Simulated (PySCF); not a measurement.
**LaCl3(H2O) at several levels of theory**

Computed with PySCF 2.14.0 (density fitting, no spin-orbit coupling) at the geometry relaxed with PBE0:

```xyz
7
LaCl3(H2O) (singlet)
La   -0.0038   -0.0810    0.0810
Cl    1.1026    2.0073    1.2264
Cl   -1.8404   -1.4005    1.4005
Cl    1.1026   -1.2264   -2.0073
O    -1.4040    1.4097   -1.4097
H    -1.6202    2.3360   -1.2381
H    -1.6202    1.2381   -2.3360
```

```csv
level,basis,state,HOMO (eV),gap (eV),charge on La1 (e),population of f-type functions on La1 (polarisation alone where 4f lies in the core),dipole about the centre of mass (D),largest force component (eV/Å)
PBE0,"La lcecp-1-SVP with ECP46, Cl def2-SVP, O def2-SVP, H def2-SVP",singlet,-8.34,6.79,0.96,0.06,5.29,0.02
TPSS,the same,singlet,-7.09,5.04,0.90,0.06,5.26,0.44
PBE0,"La lcecp-1-TZVP with ECP46, Cl def2-TZVP, O def2-TZVP, H def2-TZVP",singlet,-8.45,6.76,1.43,0.10,5.21,0.25
```

In the lcecp rows the 4f levels are missing from HOMO and gap, and the state counts the valence alone.

Charges are Mulliken's, which hang on the basis. The relaxation used the grid (50, 194), these runs (75, 302) or, all-electron (x2c bases, spin-free X2C Hamiltonian), (99, 590).

Task: What does M06-L with La lcecp-1-SVP with ECP46, Cl def2-SVP, O def2-SVP, H def2-SVP give here?

Result: state singlet, HOMO (eV) -7.20, gap (eV) 5.59, charge on La1 (e) 1.19, population of f-type functions on La1 (polarisation alone where 4f lies in the core) 0.06, dipole about the centre of mass (D) 5.23, largest force component (eV/Å) 0.18. Time: 11 s on 2 threads of Arm Neoverse V1 (shared host), from an already converged density.

In the first row's basis the gap widens with exact exchange: 5.0 to 5.6 eV for TPSS, M06-L (none); 6.8 eV for PBE0 (a fixed share).

A frequency check found unstable modes (1, the lowest at -33 cm⁻¹), so the relaxed geometry is a saddle point, or these are noise.
